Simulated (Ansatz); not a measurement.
Reaction (hydrogenolysis of the Si–C bond): `N=C[Si](O)(F)[SiH3]` + H₂ → `O[SiH](F)[SiH3]` + `C=N`

Computed with Ansatz on PBE0-D4/def2-TZVP structures; ΔE is electronic, products minus reactants. CCSD(T)/CBS adds triple-zeta CCSD(T) − MP2 to the extrapolated MP2 energy (def2 sets, frozen cores). This one scheme is used for every species. Each species was taken in one conformer, which may not be the lowest.

```csv
level,ΔE (eV)
CCSD/def2-TZVPP,-0.24
CCSD/CBS(def2),-0.22
```

Task: What does CCSD(T)/CBS give? (Estimate.)

Result: The calculation gave: -0.15 eV. The listed levels differ from it by -0.09, -0.07 eV.

Largest T1 diagnostic among the species: 0.013.

From PBE to PBE0 (25 % exact exchange), in def2-TZVPP and without D4, ΔE moves by −0.05 eV. In def2-TZVPP, CCSD(T) changes the Hartree–Fock value by +0.31 eV (the triples alone add +0.07 eV) and MP2 by +0.35 eV. The D4 term adds +0.13 eV with B3LYP and +0.07 eV with PBE0; it sums over pairs of atoms, weighted by their polarisabilities, and B3LYP, whose exchange is more repulsive, gets the larger term.

B3LYP here is the variant with VWN-RPA as its local correlation; programs differ in this.
